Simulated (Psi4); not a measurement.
O$_{2}$Zr, singlet, at a GFN2-xTB geometry (such geometries of metal compounds can be far from the true shape) (core potentials on Zr); HF/def2-SVP (Psi4 1.11).

Here is a job for Psi4.
```
memory 2 GB

molecule {
0 1
  Zr   -0.14735518   -0.16294999   -0.21094306
  O     1.44787434    0.60647650   -0.38052480
  O    -0.71109845    0.20827346    1.43524010
}

set basis def2-svp
set reference uhf
set stability_analysis follow
set scf_type pk

energy('scf')
print_variables()
```

Output, abridged:

```
   => Loading Basis Set <=

    Name: DEF2-SVP
    Role: ORBITAL
    Keyword: BASIS

    !!!  WARNING: ECP capability is in beta. Please check occupations closely.  !!!

         ---------------------------------------------------------
                                   SCF
               by Justin Turney, Rob Parrish, Andy Simmonett
                          and Daniel G. A. Smith
                              UHF Reference
         ---------------------------------------------------------

  ==> Geometry <==

    Molecular point group: c2v
    Full point group: C2v

    Geometry (in Angstrom), charge = 0, multiplicity = 1:

       Center              X                  Y                   Z               Mass
    ------------   -----------------  -----------------  -----------------  -----------------
         ZR           0.000000000000     0.000000000000    -0.279758747227    89.904697700000
         O            1.424493887412     0.000000000000     0.786238194971    15.994914619570
         O           -1.424493887412    -0.000000000000     0.786238194971    15.994914619570

  Running in c2v symmetry.

  Rotational constants: A =      0.62874  B =      0.25969  C =      0.18378 [cm^-1]
  Rotational constants: A =  18849.29801  B =   7785.45677  C =   5509.73328 [MHz]
  Nuclear repulsion =   68.993137465858425

  Charge       = 0
  Multiplicity = 1
  Electrons    = 28
  Nalpha       = 14
  Nbeta        = 14

  ==> Algorithm <==

  SCF Algorithm Type is PK.
  DIIS enabled.
  MOM disabled.
  Fractional occupation disabled.
  Guess Type is SAD.
  Energy threshold   = 1.00e-06
  Density threshold  = 1.00e-06
  Integral threshold = 1.00e-12

  ==> Primary Basis <==

  Basis Set: DEF2-SVP
    Blend: DEF2-SVP
    Number of shells: 23
    Number of basis functions: 59
    Number of Cartesian functions: 66
    Spherical Harmonics?: true
    Max angular momentum: 3

  Core potential: DEF2-SVP
    Number of shells: 4
    Number of ECP primitives: 14
    Number of ECP core electrons: 28
    Max angular momentum: 3

  ==> Integral Setup <==

  Using in-core PK algorithm.
   Calculation information:
      Number of atoms:                   3
      Number of AO shells:              23
      Number of primitives:             43
      Number of atomic orbitals:        66
      Number of basis functions:        59

      Integral cutoff                 1.00e-12
      Number of threads:                 1

  Performing in-core PK
  Using 3134670 doubles for integral storage.
  We computed 36912 shell quartets total.
  Whereas there are 38226 unique shell quartets.

  ==> DiskJK: Disk-Based J/K Matrices <==

    J tasked:                  Yes
    K tasked:                  Yes
    wK tasked:                  No
    Schwarz Cutoff:          1E-12

  Minimum eigenvalue in the overlap matrix is 1.7642619299E-02.
  Reciprocal condition number of the overlap matrix is 4.8178028766E-03.
    Using symmetric orthogonalization.

  ==> Pre-Iterations <==

  SCF Guess: Superposition of Atomic Densities via on-the-fly atomic UHF (no occupation information).

   -------------------------
    Irrep   Nso     Nmo
   -------------------------
     A1        24      24
     A2         7       7
     B1        17      17
     B2        11      11
   -------------------------
    Total      59      59
   -------------------------

  ==> Iterations <==

                        Total Energy        Delta E     RMS |[F,P]|

   @UHF iter SAD:  -194.65702820386340   -1.94657e+02   0.00000e+00
    Occupation by irrep:
             A1    A2    B1    B2
    DOCC [     7,    1,    4,    2 ]
    SOCC [     0,    0,    0,    0 ]
    NA   [     7,    1,    4,    2 ]
    NB   [     7,    1,    4,    2 ]

   @UHF iter   1:  -195.51522094303743   -8.58193e-01   3.44374e-02 ADIIS/DIIS
    Occupation by irrep:
             A1    A2    B1    B2
    DOCC [     6,    1,    5,    2 ]
    SOCC [     0,    0,    0,    0 ]
    NA   [     6,    1,    5,    2 ]
    NB   [     6,    1,    5,    2 ]

   @UHF iter   2:  -192.52343446787046    2.99179e+00   8.31591e-02 ADIIS/DIIS
   @UHF iter   3:  -196.04679878034523   -3.52336e+00   1.33945e-02 ADIIS/DIIS
   @UHF iter   4:  -196.11821650343430   -7.14177e-02   1.37173e-03 ADIIS/DIIS
   @UHF iter   5:  -196.12061751149207   -2.40101e-03   6.16753e-04 ADIIS/DIIS
   @UHF iter   6:  -196.12149807395636   -8.80562e-04   3.38708e-04 ADIIS/DIIS
   @UHF iter   7:  -196.12188447743176   -3.86403e-04   1.30948e-04 ADIIS/DIIS
   @UHF iter   8:  -196.12194294982140   -5.84724e-05   5.19648e-05 DIIS
   @UHF iter   9:  -196.12195092696132   -7.97714e-06   1.33239e-05 DIIS
   @UHF iter  10:  -196.12195140563753   -4.78676e-07   3.73300e-06 DIIS
   @UHF iter  11:  -196.12195144796851   -4.23310e-08   1.33102e-06 DIIS
   @UHF iter  12:  -196.12195145414097   -6.17246e-09   3.76001e-07 DIIS
  Energy and wave function converged.

    Wavefunction stable under totally symmetric rotations.
    Lowest totally symmetric eigenvalue: 0.056058
    Lowest UHF->UHF stability eigenvalues:
      A1 0.056058        B1 0.069063        B2 0.105662        A2 0.109473

    Stability analysis over.

  ==> Post-Iterations <==

   @Spin Contamination Metric:  -1.776356839E-15
   @S^2 Expected:                0.000000000E+00
   @S^2 Observed:               -1.776356839E-15
   @S   Expected:                0.000000000E+00
   @S   Observed:                0.000000000E+00

    Orbital Energies [Eh]
    ---------------------

    Alpha Occupied:

       1A1   -20.473163     1B1   -20.473148     2A1    -2.551102
       2B1    -1.578488     3A1    -1.561111     1B2    -1.532688
       4A1    -1.094228     3B1    -1.077405     5A1    -0.473079
       4B1    -0.452401     1A2    -0.424532     2B2    -0.406499
       6A1    -0.402027     5B1    -0.380198

    Alpha Virtual:

       7A1    -0.043414     3B2     0.014959     8A1     0.048394
       6B1     0.068061     9A1     0.137708     4B2     0.137803
       2A2     0.163980    10A1     0.166848     7B1     0.194402
      11A1     0.259632     5B2     0.325905     3A2     0.326503
      12A1     0.335873    13A1     0.366083     8B1     0.400689
       6B2     0.411089    14A1     0.570146     9B1     0.653449
       7B2     1.069540    15A1     1.086703    10B1     1.130111
      16A1     1.131013     8B2     1.139995     4A2     1.164092
      11B1     1.185385    12B1     1.399701    17A1     1.429510
       5A2     1.443320     9B2     1.455232    13B1     1.519532
      18A1     1.520406    19A1     1.655106    14B1     1.737060
      20A1     1.850712     6A2     3.070925    15B1     3.083007
      21A1     3.084414    10B2     3.111988    22A1     3.235611
      11B2     3.249885     7A2     3.280219    16B1     3.340958
      17B1     3.371796    23A1     3.555071    24A1    33.631936

    Beta Occupied:

       1A1   -20.473163     1B1   -20.473148     2A1    -2.551102
       2B1    -1.578488     3A1    -1.561111     1B2    -1.532688
       4A1    -1.094228     3B1    -1.077405     5A1    -0.473079
       4B1    -0.452401     1A2    -0.424532     2B2    -0.406499
       6A1    -0.402027     5B1    -0.380198

    Beta Virtual:

       7A1    -0.043414     3B2     0.014959     8A1     0.048394
       6B1     0.068061     9A1     0.137708     4B2     0.137803
       2A2     0.163980    10A1     0.166848     7B1     0.194402
      11A1     0.259632     5B2     0.325905     3A2     0.326503
      12A1     0.335873    13A1     0.366083     8B1     0.400689
       6B2     0.411089    14A1     0.570146     9B1     0.653449
       7B2     1.069540    15A1     1.086703    10B1     1.130111
      16A1     1.131013     8B2     1.139995     4A2     1.164092
      11B1     1.185385    12B1     1.399701    17A1     1.429510
       5A2     1.443320     9B2     1.455232    13B1     1.519532
      18A1     1.520406    19A1     1.655106    14B1     1.737060
      20A1     1.850712     6A2     3.070925    15B1     3.083007
      21A1     3.084414    10B2     3.111988    22A1     3.235611
      11B2     3.249885     7A2     3.280219    16B1     3.340958
      17B1     3.371796    23A1     3.555071    24A1    33.631936

    Final Occupation by Irrep:
             A1    A2    B1    B2
    DOCC [     6,    1,    5,    2 ]
    SOCC [     0,    0,    0,    0 ]
    NA   [     6,    1,    5,    2 ]
    NB   [     6,    1,    5,    2 ]

  @UHF Final Energy:  -196.12195145414097

   => Energetics <=

    Nuclear Repulsion Energy =             68.9931374658584247
    One-Electron Energy =                -424.4700433740114818
    Two-Electron Energy =                 159.3549544540121019
    Total Energy =                       -196.1219514541409694

  UHF NO Occupations:
  HONO-2 :    4 B1 2.0000000
  HONO-1 :    6 A1 2.0000000
  HONO-0 :    5 B1 2.0000000
  LUNO+0 :    7 A1 0.0000000
  LUNO+1 :    6 B1 0.0000000
  LUNO+2 :    8 A1 0.0000000
  LUNO+3 :    3 B2 0.0000000

Computation Completed

Properties will be evaluated at   0.000000,   0.000000,   0.000000 [a0]

Properties computed using the SCF density matrix

 Multipole Moments:

 ------------------------------------------------------------------------------------
     Multipole            Electronic (a.u.)      Nuclear  (a.u.)        Total (a.u.)
 ------------------------------------------------------------------------------------

 L = 1.  Multiply by 2.5417464519 to convert [e a0] to [Debye]
 Dipole X            :          0.0000000           -0.0000000           -0.0000000
 Dipole Y            :          0.0000000           -0.0000000           -0.0000000
 Dipole Z            :        -21.2536086           17.4283888           -3.8252199
 Magnitude           :                                                    3.8252199

 ------------------------------------------------------------------------------------

  Variable Map:
  ----------------------------------------------------------------------------
  "CURRENT ENERGY"           =>    -196.121951454141
  "CURRENT REFERENCE ENERGY" =>    -196.121951454141
  "DD SOLVATION ENERGY"      =>       0.000000000000
  "HF KINETIC ENERGY"        =>     164.457437540341
  "HF POTENTIAL ENERGY"      =>    -360.579388994482
  "HF TOTAL ENERGY"          =>    -196.121951454141
  "HF VIRIAL RATIO"          =>       2.192539263577
  "NUCLEAR REPULSION ENERGY" =>      68.993137465858
  "ONE-ELECTRON ENERGY"      =>    -424.470043374011
  "PCM POLARIZATION ENERGY"  =>       0.000000000000
  "PE ENERGY"                =>       0.000000000000
  "SCF ITERATION ENERGY"     =>    -196.121951454141
  "SCF ITERATIONS"           =>      12.000000000000
  "SCF TOTAL ENERGY"         =>    -196.121951454141
  "TWO-ELECTRON ENERGY"      =>     159.354954454012
```
